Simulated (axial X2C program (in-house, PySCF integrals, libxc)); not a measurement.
# Testing model relations on BeH⁺

A bond curve at the CCSD(T) level, 2c, was computed with an in-house all-electron X2C program for linear molecules (integrals from PySCF) (basis Be dyall-cv3z [8s8p3d1f], H dyall-v3z [6s2p1d] (cores contracted in-house)) for the state Ω = 0 (closed shell). Its fit gives Re = 1.3166 Å, ωe = 2199.8 cm⁻¹, ωexe = 39.1 cm⁻¹ and αe = 3.099e-01 cm⁻¹; the masses are 9.0122 and 1.0078 u. Two-component means X2C with spin–orbit coupling and atomic mean-field Coulomb and Gaunt terms.

Correlated methods: 2 electrons correlated (number of frozen shells: Be 1 s; H none), 110 virtual spin orbitals or spinors in MP2, 36 natural virtuals in coupled cluster.

Question: Find the reduced mass, Be and the force constant.

Answer: From the CCSD(T) values: μ = 0.9064 u. Be = 16.8576/(μ Re²) = 10.73 cm⁻¹. k = 5.8918×10⁻⁷ μ ωe² = 2.58 mdyn/Å.

Question: Where do the fundamental and the first overtone lie?

Answer: ν(1←0) = ωe − 2ωexe = 2121.6 cm⁻¹; ν(2←0) = 2ωe − 6ωexe = 4165.0 cm⁻¹.

Question: Scale the constants to the deuteride (D 2.0141 u) within the Born–Oppenheimer picture.

Answer: ρ = √(μH/μD) = 0.7420; ωe = 1632.3, ωexe = 21.5, Be = 5.908 cm⁻¹; the zero-point energy falls by 279 cm⁻¹.

Question: Give B0, the J = 1←0 line in GHz and the most populated J at 300 K (kT = 208.5 cm⁻¹).

Answer: B0 = Be − αe/2 = 10.57 cm⁻¹; 2B0 = 634 GHz; J(max) ≈ √(kT/2B0) − 1/2 = 2.6, so J = 3.

Question: Estimate De from a Morse curve and compare with the computed well depth of 3.148 eV to Be+ + H.

Answer: De(Morse) = ωe²/(4ωexe) = 3.836 eV against 3.148 eV computed, a ratio of 1.22. The extrapolation overshoots: the well softens faster than a Morse curve, or the lowest atomic limit lies below the one to which the curve heads.

The state is a single determinant with fixed occupations, the lowest that a limited PBE0 search found. Dissociation energies refer to the lowest single-determinant-based atoms at the same level and basis. Coupled cluster ran in a truncated set of natural virtual spinors; the MP2 energy of the rest was added. (T) has no such correction and the atoms are truncated less, which lowers De at CCSD(T) by a hundredth of an eV or more.
